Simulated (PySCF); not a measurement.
Computed IR spectrum (relative IR intensity) of a molecule CH₇NOSi. The structure is a stationary point at PBE-D3(BJ)/def2-SVP. The values are those of a single conformer. Method: PBE-D3(BJ)/def2-SVP (PySCF 2.14.0). Frequencies are harmonic and unscaled.

Lines under 2 % of the strongest are left out, and lines within 2 cm⁻¹ are merged.

```csv
ν (cm⁻¹),relative intensity
186,3.8
213,2.1
224,11
284,8.0
359,26
410,61
651,3.5
718,7.3
785,27
832,18
882,29
900,45
928,100
1218,12
1493,16
2158,59
3067,2.2
3489,5.3
3585,6.1
3745,16
```

**Question.** Identify the compound among the candidates.
A. C[SiH](N)O
B. NC[SiH2]O
C. CN[SiH2]O
D. CO[SiH2]N

**Answer.** A, C[SiH](N)O
